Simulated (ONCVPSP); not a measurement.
**Ranking ONCV potentials for S**

All share these settings but for the change named:

```json
{
  "Element": "sulfur (S)",
  "Generator": "ONCVPSP 4.0.1",
  "Type": "optimised norm-conserving Vanderbilt (ONCV)",
  "Functional": "PBE",
  "Relativity": "scalar-relativistic",
  "Frozen core": "[Ne]",
  "Valence charge": "6",
  "Reference configuration": "3s1.5 3p4.5",
  "Partial waves": "3s: rc 1.15 bohr, ncon 5, nbas 8, qcut 4.7 1/bohr, local; 3p: rc 1.55 bohr, ncon 4, nbas 8, qcut 4.5 1/bohr, 2 projectors, debl 1.1 Ha",
  "Local potential": "the s channel",
  "Core correction": "none"
}
```

Test errors are all-electron minus pseudo excitation energies from the reference, over 3s2 3p4; 3s2 3p3; 3s2 3p2; 3s2 3p0. None of these files shows a bound ghost.

The base gives 213.3 meV.

Of 8 variants that were run, those that failed, showed a ghost or another fault, or gave nearly equal values are left out.

Rank these variants by their largest absolute test error, smallest first.
A. all radii scaled by about 1.10 (s 1.26, p 1.70 bohr)
B. all radii scaled by about 1.24 (s 1.42, p 1.92 bohr)
C. all radii scaled by about 1.18 (s 1.36, p 1.82 bohr)
D. all radii scaled by about 1.06 (s 1.22, p 1.64 bohr)
E. all radii scaled by about 1.30 (s 1.50, p 2.02 bohr)

E (51.2 meV), B (69.9 meV), C (92.2 meV), A (134.7 meV), D (160.3 meV).
